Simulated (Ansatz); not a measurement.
Two members of one family (Series Ta(S)X3), computed with Ansatz in the gas phase; def2 core potentials for Ta, no spin–orbit coupling. The two geometries come from different levels. Binding counts from free atoms in the multiplicity of their measured ground term, without zero-point energy. Names give formal oxidation states. A dash marks a value that wasn't run or was left out as unsound. The structures are stationary points that may keep the symmetry of their start.

First: TaS(OH)3 (singlet, charge 0, PBE-D4/def2-SVP geometry).

```xyz
8

Ta   -0.0237    0.0249    0.0136
S    -1.4408    1.4837    0.8261
O     0.1224   -1.4605    1.2073
H    -0.3008   -1.6624    2.0588
O     1.6914    0.8416   -0.1920
H     2.0176    1.7380   -0.0093
O    -0.6399   -0.5899   -1.6873
H    -1.4261   -0.3754   -2.2172
```

```
              level  HOMO (eV)  LUMO (eV)  gap (eV)  vertical triplet (eV)  binding per atom (eV)
    PBE-D4/def2-SVP      -6.33      -1.80      4.53                      –                   4.67
   PBE-D4/def2-TZVP      -6.36      -1.97      4.40                   4.18                   4.66
r2SCAN-D4/def2-TZVP      -6.65      -1.84      4.81                   4.12                   4.55
   PBE0-D4/def2-SVP      -7.55      -1.07      6.48                      –                   4.44
 HSE06-D4/def2-TZVP      -7.14      -1.56      5.58                      –                   4.46
```

Metal–donor distances: 1 × S 2.19 Å, 3 × O 1.91 Å.

Second: TaS(OSiH3)3 (singlet, charge 0, r2SCAN-D4/def2-SVP geometry).

```xyz
17

Ta    0.1192   -0.2442   -0.1516
S     0.9707   -1.9458   -1.2285
O    -1.0623   -0.9073    1.1803
Si   -1.8945   -2.0340    2.1052
H    -1.6660   -3.3979    1.5521
H    -3.3458   -1.6970    2.0637
H    -1.3982   -1.9542    3.5073
O    -0.8206    0.8410   -1.3958
Si   -1.4364    1.3253   -2.8805
H    -0.9538    0.4010   -3.9446
H    -0.9718    2.7133   -3.1533
H    -2.9250    1.2959   -2.8072
O     1.5408    0.7318    0.6427
Si    3.1234    1.1275    1.0399
H     4.0480    0.1073    0.4719
H     3.2427    1.1649    2.5237
H     3.4297    2.4723    0.4749
```

**Question.** What does the change do? Estimate second minus first.

**Answer.** 
```
              level  Δ HOMO (eV)  Δ LUMO (eV)  Δ gap (eV)  Δ vertical triplet (eV)  Δ binding per atom (eV)
    PBE-D4/def2-SVP         0.21        -0.04       -0.26                        –                    -0.74
   PBE-D4/def2-TZVP         0.22         0.03       -0.19                    -0.08                    -0.72
r2SCAN-D4/def2-TZVP         0.22         0.02       -0.20                    -0.06                    -0.61
   PBE0-D4/def2-SVP         0.25        -0.01       -0.27                        –                    -0.60
 HSE06-D4/def2-TZVP         0.24         0.06       -0.19                        –                    -0.59
```

Metal–donor distances: 1 × S 2.19 Å, 3 × O 1.90 Å.
